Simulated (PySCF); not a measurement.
# Spinor energies of Cl (chlorine, neutral)

Start: [Ne] 3s2 3p5; 3p1/2 filled at m_j = -1/2, +1/2; 3p3/2 filled at m_j = -1/2, +1/2, +3/2. Calculated with PySCF 2.14 in x2c-TZVPPall-2c: generalised Hartree-Fock with the X2C-1e Hamiltonian and a Gaussian nucleus; one run each with spin-orbit coupling (SO) switched off, then screened by Boettger's factors.

```
spinor shell  electrons  ε, spin-free (eV)  ε, screened SO (eV)  weight of nominal j (screened SO)  rms radius, screened SO (bohr)
       1s1/2          2            -2864.1              -2864.1                              1.000                           0.105
       2s1/2          2            -290.38              -290.36                              1.000                           0.479
       2p1/2          2            -219.61              -220.96                              0.993                           0.449
       2p3/2          4            -219.61              -218.92                              0.996                           0.452
       3s1/2          2            -29.347              -29.340                              0.999                            1.67
       3p1/2          2            -13.752              -13.751                              0.645                            2.01
       3p3/2          3            -13.752              -13.758                              0.764                            2.01
```

```csv
quantity,spin-free,screened SO
E (hartree),-460.88284,-460.88530
M_J,3/2,3/2
⟨J²⟩,3.762,3.762
⟨L²⟩,2.009,2.009
⟨S²⟩,0.754,0.753
```

Each row is a mean over spinors that exchange with the open shell spreads, by up to 3.329 eV (3s1/2).

Rows whose weight is well below 1 are mixtures of j = l ± 1/2: exchange outweighs spin-orbit coupling there, and the label is only the starting occupation.

Without spin-orbit coupling the j labels of p, d and f shells carry no meaning; the spin-free column gives the mean over the occupied spinors of each nl shell.
